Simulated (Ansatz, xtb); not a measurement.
Worked example: Si2H3F3 + CH3Cl → SiH(SiH3)F2 + CH2ClF

Species: Si2H3F3 `F[SiH2][SiH](F)F`, singlet; CH3Cl (chloromethane) `CCl`, singlet; SiH(SiH3)F2, singlet; CH2ClF (chlorofluoromethane) `FCCl`, singlet. The partners trade F for H: Si–F and C–H bonds give way to Si–H and C–F.

Shapes, held fixed at every level: PBE0-D4/def2-TZVP. Flexible molecules stand in one conformer, not always the lowest. Programs: Ansatz 0.2.0, xtb 6.7.1. Electronic energies: no zero-point or thermal term.

At CCSD(T)/CBS estimate; 1 Eh = 2625.50 kJ/mol:

| species | energy (Eh) |
| --- | --- |
| Si2H3F3 | -879.524197 |
| CH3Cl | -499.632200 |
| SiH(SiH3)F2 | -780.269197 |
| CH2ClF | -598.811393 |

Question: Work out ΔE of the reaction at this level.

Answer: 
1. Products less reactants: (-780.269197) + (-598.811393) − [(-879.524197) + (-499.632200)] = 0.075807 Eh = +199.0 kJ/mol.

Other levels give +176.5 (PBE-D4/def2-TZVPP) to +203.0 kJ/mol (MP2/def2-TZVPP). No measured value is set beside it here. The CBS estimate extrapolates MP2 from def2-TZVPP and def2-QZVPP and adds CCSD(T) − MP2 in the triple-zeta set, cores frozen.
